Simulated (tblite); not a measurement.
Compound: C3H9O2Si (doublet state).
Structure used (GFN2-xTB), in Å, numbered top down from 1:
```xyz
15
C3H9O2Si angstrom
C      2.6289    0.1559   -0.4611
C      1.5214   -0.6858   -0.0265
Si    -0.1213    0.1387   -0.5911
O     -0.2542    1.6572   -0.0100
O     -1.3057   -0.7468    0.0566
C     -2.6744   -0.4491    0.0880
H      3.0116    0.0777   -1.4594
H      2.9451    0.9909    0.1341
H      1.5006   -0.7862    1.0583
H      1.5816   -1.6776   -0.4682
H     -0.2043    0.1952   -2.0512
H      0.4664    2.2750   -0.0934
H     -2.8372    0.5861    0.3890
H     -3.1163   -0.6034   -0.8987
H     -3.1466   -1.1197    0.8060
```

All values are computed: GFN2-xTB (tblite) harmonic vibrations without scaling, gas phase. Errors from tens to a few hundred cm⁻¹ against measured bands are possible. Modes of hydrogen on silicon can be 10 to 20 % off. One conformer, not necessarily the lowest. Open shells enter through the occupations alone, without spin polarisation, and single modes of such species can be off by tens of per cent.

Harmonic wavenumbers (cm⁻¹): 57.7, 87.8, 97.6, 103.6, 168.6, 235.3, 250.2, 274.4, 297.3, 332.1, 452.9, 660.3, 705.3, 717.7, 749.9, 768.2, 823.5, 891.8, 933.8, 1125.4, 1127.8, 1147.5, 1165.0, 1171.2, 1206.3, 1407.1, 1411.4, 1461.1, 1475.7, 1484.9, 2249.6, 2957.2, 2975.2, 2982.7, 2992.4, 3000.2, 3127.8, 3166.5, 3684.6.

A = 5894, B = 1721, C = 1443 MHz; mass 105.037 u (most abundant isotopes); point group C1, symmetry number 1; spin multiplicity 2.

Problem. Zero-point energy?

Solution. ½Σν̃ = 24964 cm⁻¹ = 298.63 kJ/mol.

Problem. What is S at 350 K and 1 bar for an ideal gas of classical rigid rotors and harmonic oscillators?

Solution. Translation 170.24, rotation 117.01, vibration 138.36, spin (R ln 2) 5.76: S = 431.4 J/(mol K).

Problem. And Cp and H(350 K) − H(0)?

Solution. Cp = 161.79 J/(mol K), of which vibrations give 128.53 (their classical limit is 39 R = 324.3); H(350 K) − H(0) = 36.35 kJ/mol without the zero-point energy, 24.71 from vibrations.

Problem. Which modes carry the vibrational entropy at 350 K?

Solution. 57.7 cm⁻¹: 20.30; 87.8 cm⁻¹: 16.83; 97.6 cm⁻¹: 15.96; 103.6 cm⁻¹: 15.47; 168.6 cm⁻¹: 11.53; 235.3 cm⁻¹: 8.91 J/(mol K); the other 33 give 49.35 together.

Problem. What must be added to the electronic energy to get the Gibbs energy at 350 K and 1 bar?

Solution. ZPE + [H(350 K) − H(0)] − T·S = 298.63 + 36.35 − 150.98 = 184.00 kJ/mol.

Problem. How do the functions run with temperature in this model?

Solution. 
| T (K) | S (J/(mol K)) | Cp (J/(mol K)) | H − H(0) (kJ/mol) | G − H(0) (kJ/mol) | ln q(vib) |
| --- | --- | --- | --- | --- | --- |
| 150 | 323.8 | 99.7 | 10.09 | -38.48 | 3.00 |
| 250 | 382.2 | 131.4 | 21.66 | -73.90 | 5.66 |
| 298.15 | 406.7 | 146.4 | 28.36 | -92.90 | 6.87 |
| 400 | 453.9 | 175.6 | 44.79 | -136.76 | 9.35 |
| 600 | 533.9 | 219.4 | 84.57 | -235.79 | 13.87 |
| 900 | 631.6 | 261.8 | 157.25 | -411.17 | 19.93 |

q(vib) and H(0) count from the zero-point level.

Hindered rotation and anharmonicity are outside this model. Other conformers, if any are populated, would add a mixing term that is left out. The structure is chiral; the term R ln 2 for an equal mix with its mirror image is left out.
